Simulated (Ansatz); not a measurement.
One change: `C=COC(C)=O` becomes `CC(=O)O[SiH2]Cl`.

Ansatz, PBE0-D4/def2-TZVP geometries, multiplicity 1. Each molecule was computed in one conformer, which needn't be the lowest.

| property | `C=COC(C)=O` |
| --- | --- |
| HOMO–LUMO gap (B3LYP/def2-TZVPP) / eV | 6.50 |
| size of the dipole moment (PBE/def2-TZVPP) / D | 1.77 |
| HOMO energy (PBE/def2-TZVPP) / eV | -6.22 |
| LUMO energy (PBE/def2-TZVPP) / eV | -1.47 |
| size of the dipole moment (ωB97M-V/def2-TZVPP) / D | 1.81 |
| LUMO energy (B3LYP/def2-TZVPP) / eV | -0.66 |

Question: What does the change do to each property? (Best estimate.)

Answer: Ansatz gave: 
| property | `CC(=O)O[SiH2]Cl` | shift |
| --- | --- | --- |
| HOMO–LUMO gap (B3LYP/def2-TZVPP) / eV | 7.66 | 1.16 |
| size of the dipole moment (PBE/def2-TZVPP) / D | 1.83 | 0.06 |
| HOMO energy (PBE/def2-TZVPP) / eV | -6.85 | -0.63 |
| LUMO energy (PBE/def2-TZVPP) / eV | -1.46 | 0.01 |
| size of the dipole moment (ωB97M-V/def2-TZVPP) / D | 1.90 | 0.09 |
| LUMO energy (B3LYP/def2-TZVPP) / eV | -0.60 | 0.06 |

With PBE0 the HOMO falls by 1.14 eV and the LUMO rises by 0.08 eV, so the gap widens by about 1.22 eV. PBE moves the HOMO by -0.63 eV and ωB97M-V by -1.33 eV. The zero-point energy changes by -61.1 kJ/mol with -3 modes. Dipoles are sizes alone; their direction can turn.

B3LYP here is the variant with VWN-RPA as its local correlation; programs differ in this.
